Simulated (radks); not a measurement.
Results of a calculation; reference values are marked as such.
Q: As III, configuration [Ar] 3d10 4s2 4p1. Code: a radial shooting solver on a logarithmic mesh with Libxc functionals. Model: Dirac Kohn-Sham, LDA (Slater exchange, Perdew-Wang correlation), spin-unpolarised, spherical densities, finite nucleus; open shells fill j = l - 1/2 first; Fermi nuclear charge, rms radius 4.0968 fm.

Spin-orbit splittings of the eigenvalues, e(l+1/2) - e(l-1/2), with zeta = 2 splitting/(2l+1) and mean radii in bohr:

| shell | occ. | splitting (eV) | zeta (eV) | <r> j=l-1/2 | <r> j=l+1/2 |
|---|---|---|---|---|---|
| 2p | 6 | 36.49 | 24.33 | 0.1748 | 0.1785 |
| 3p | 6 | ? | ? | 0.6104 | 0.6212 |
| 3d | 10 | 0.7334 | 0.2934 | 0.6730 | 0.6776 |
| 4p | 1 | 0.4133 | 0.2755 | 2.114 | 2.144 |

Estimate the 3p splitting.

A: 5.039 eV (zeta = 3.359 eV).
